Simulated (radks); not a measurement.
All-electron atom: Au in [Xe] 4f14 5d10 6s1 (the NIST ground configuration). All-electron calculation, scalar-relativistic Kohn-Sham, LDA (Slater exchange, Perdew-Wang correlation), spin-polarised, spherical densities, point nucleus; open shells are filled with parallel spins first (spin-orbit coupling, left out, can overturn this in heavy ions). Program: a radial shooting solver on a logarithmic mesh with Libxc functionals.

Normalised radial functions P(r) = r R(r), r in bohr:

```
   r/bohr * 4f down, o 5p down (the largest magnitude, 1.45, reaches the edge; | marks zero, & curves that meet)
 0.002163                             &
 0.002932                             &
 0.003973                             &
 0.005385                             *o
 0.007298                             *o
  0.00989                             * o
  0.01351                             *  o
  0.01831                             *   o
  0.02482                             *    o
  0.03363                             *     o
  0.04558                             *    o
  0.06178                             |*o
   0.0844                           o |  *
   0.1144                      o      |     *
    0.155                      o      |           *
   0.2101                             o                  *
   0.2847                             |        o               *
   0.3859                             |         o                *
    0.523                            o|                       *
   0.7145             o               |               *
   0.9683        o                    |        *
    1.312             o               |  *
    1.779                     o       |*
     2.41                           o *
    3.267                             &
    4.463                             &
    6.048                             &
    8.197                             &
```

4f down: eigenvalue -81.543 eV, 0 radial nodes, <r> = 0.499 bohr, 90 % of the charge inside 0.801 bohr. 5p down: eigenvalue -60.010 eV, 3 radial nodes at r = 0.0727, 0.210, 0.515 bohr, <r> = 1.07 bohr, 90 % of the charge inside 1.56 bohr.
